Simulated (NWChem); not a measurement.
Species: MgHCl; SMILES [MgH][Cl]

```xyz
3

Mg    -0.0019     1.1358     0.0000
H     -0.0077     2.8290     0.0000
Cl     0.0014    -1.0756     0.0000
```
Atoms are numbered in this order, from 1.

Program: NWChem. Pople sets run with spherical d functions. The geometry was optimised at B3LYP/6-31G* (spherical d). Ions are spin-unrestricted doublets at the neutral geometry; other ion states weren't tried. Functional: LC-ωPBE (HJS hole) with 6-31G*; rows give the range parameter ω in 1/bohr.

For range parameter (1/bohr) 0.20:

```yaml
"−ε(HOMO) (eV)": 9.75
```

### Question
What are these values for range parameter (1/bohr) 0.30?

### Answer
The −ε(HOMO) (eV) is 10.57.
